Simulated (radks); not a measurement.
The numbers below are computed, except where a source is named.
Species: Tb VII. Configuration: [Xe] 4f4 5d1 (not the ground configuration). Level of theory: scalar-relativistic Kohn-Sham, LDA (Slater exchange, Perdew-Wang correlation), spin-polarised, spherical densities, finite nucleus; open shells are filled with parallel spins first (spin-orbit coupling, left out, can overturn this in heavy ions); Fermi nuclear charge, rms radius 5.06 fm (a radial shooting solver on a logarithmic mesh with Libxc functionals). Some entries of the table are withheld. Estimate them.

| orbital | occ. | eigenvalue (eV) | <1/r> (bohr^-1) |
|---|---|---|---|
| 1s down | 1 | -51916.13 | 73.03 |
| 1s up | 1 | -51916.13 | 73.03 |
| 2s up | 1 | -8705.552 | 16.95 |
| 2s down | 1 | -8705.377 | 16.95 |
| 2p up | 3 | -7752.428 | 15.80 |
| 2p down | 3 | -7752.293 | 15.80 |
| 3s up | 1 | -2027.716 | 6.225 |
| 3s down | 1 | -2025.519 | 6.229 |
| 3p up | 3 | -1733.714 | 5.846 |
| 3p down | 3 | -1731.532 | 5.851 |
| 3d up | 5 | -1348.967 | 5.547 |
| 3d down | 5 | -1347.232 | 5.551 |
| 4s up | 1 | -495.2289 | 2.661 |
| 4s down | 1 | -490.7876 | 2.659 |
| 4p up | 3 | -397.0223 | 2.454 |
| 4p down | 3 | -392.6776 | 2.452 |
| 4d up | 5 | -261.9665 | 2.190 |
| 4d down | 5 | -257.7420 | 2.186 |
| 5s up | 1 | (1) | 1.132 |
| 5s down | 1 | (2) | 1.125 |
| 4f up | 4 | -112.9143 | 1.787 |
| 4f down | 0 | -108.8263 | 1.776 |
| 5p up | 3 | -107.6372 | 1.003 |
| 5p down | 3 | -105.5960 | 0.9956 |
| 5d up | 1 | (3) | 0.8033 |
| 5d down | 0 | (4) | 0.7946 |

Answer. 
(1) 5s up eigenvalue (eV): -135.9346
(2) 5s down eigenvalue (eV): -133.6030
(3) 5d up eigenvalue (eV): -70.5220
(4) 5d down eigenvalue (eV): -68.9245
